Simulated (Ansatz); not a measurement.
BFHO (SMILES [OH+]=BF) moved off its minimum; all values from Ansatz (a first-principles code), cores frozen in correlated methods.
(charge 1, multiplicity 1)
```xyz
4

O     -1.1927     0.1238     0.3863
B      0.1576    -0.0165    -0.0381
F      1.1948    -0.1011    -0.3749
H     -1.8486    -0.2037     1.0243
```

```json
[
 {"level": "HF/def2-TZVPP", "largest force (eV/Å)": "22.52", "on atom": "B2", "rms difference from CCSD(T)/aug-cc-pVTZ (eV/Å)": "0.677", "dipole (D)": "-"},
 {"level": "PBE/def2-TZVPP", "largest force (eV/Å)": "23.22", "on atom": "B2", "rms difference from CCSD(T)/aug-cc-pVTZ (eV/Å)": "0.138", "dipole (D)": "-"},
 {"level": "r2SCAN/def2-TZVPP", "largest force (eV/Å)": "23.08", "on atom": "B2", "rms difference from CCSD(T)/aug-cc-pVTZ (eV/Å)": "0.150", "dipole (D)": "-"},
 {"level": "B3LYP/def2-TZVPP", "largest force (eV/Å)": "22.87", "on atom": "B2", "rms difference from CCSD(T)/aug-cc-pVTZ (eV/Å)": "0.210", "dipole (D)": "-"},
 {"level": "wB97M-V/def2-TZVPP", "largest force (eV/Å)": "22.98", "on atom": "B2", "rms difference from CCSD(T)/aug-cc-pVTZ (eV/Å)": "0.166", "dipole (D)": "-"},
 {"level": "MP2/aug-cc-pVTZ", "largest force (eV/Å)": "23.44", "on atom": "B2", "rms difference from CCSD(T)/aug-cc-pVTZ (eV/Å)": "0.086", "dipole (D)": "-"},
 {"level": "CCSD(T)/aug-cc-pVTZ", "largest force (eV/Å)": "23.24", "on atom": "B2", "rms difference from CCSD(T)/aug-cc-pVTZ (eV/Å)": "0.000", "dipole (D)": "-"}
]
```

The differences count from one level among others, with limits of its own. Forces at CCSD(T)/aug-cc-pVTZ (eV/Å):

| atom | Fx | Fy | Fz |
|---|---|---|---|
| O1 | 6.406 | 0.226 | -2.997 |
| B2 | -21.843 | 1.221 | 7.852 |
| F3 | 14.787 | -1.010 | -5.046 |
| H4 | 0.650 | -0.438 | 0.191 |
